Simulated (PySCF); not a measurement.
CH₆ClNO₂Si, SMILES NC[Si](O)(O)Cl. Atoms are numbered in the order given.

```xyz
12

N      2.0245    -0.4077    -1.3651
C      1.0039    -1.2074    -0.6747
Si    -0.1342    -0.2113     0.4260
O      0.8376     0.5583     1.5171
O     -1.3058    -1.0502     1.2471
Cl    -1.1105     1.1970    -0.7887
H      1.5724     0.3160    -1.9263
H      2.5909     0.0908    -0.6773
H      1.4987    -1.9813    -0.0614
H      0.4071    -1.7626    -1.4194
H      0.4132     1.1085     2.1863
H     -2.1725    -1.1295     0.8320
```

The structure is a stationary point at B3LYP-D3(BJ)/def2-SVP. This is a generated structure with no PubChem entry under its InChIKey; it may be hypothetical. Other conformers were not sampled.

The numbers are results of CAM-B3LYP/def2-TZVP in PySCF, not measurements.

ESP charges are fitted to the potential on shells at 1.4 to 2.0 van der Waals radii. Atomic charges (e):

```csv
atom,Mulliken,ESP fit
N1,-0.48,-0.94
C2,-0.23,0.26
Si3,0.68,0.48
O4,-0.53,-0.63
O5,-0.52,-0.62
Cl6,-0.28,-0.23
H7,0.22,0.35
H8,0.23,0.37
H9,0.13,0.07
H10,0.12,0.01
H11,0.33,0.46
H12,0.33,0.42
```

Give the Mayer and Wiberg (Löwdin basis) orders of the bonds. (The exact figures need the calculation; the answer reports its results.)


```csv
bond,Mayer,Wiberg
N1–C2,0.99,1.45
C2–Si3,1.01,1.11
Si3–O4,1.22,1.67
Si3–O5,1.21,1.66
Si3–Cl6,1.10,1.68
N1–H7,0.94,0.95
N1–H8,0.94,0.95
C2–H9,0.94,0.86
C2–H10,0.94,0.86
O4–H11,0.87,1.01
O5–H12,0.87,1.01
```
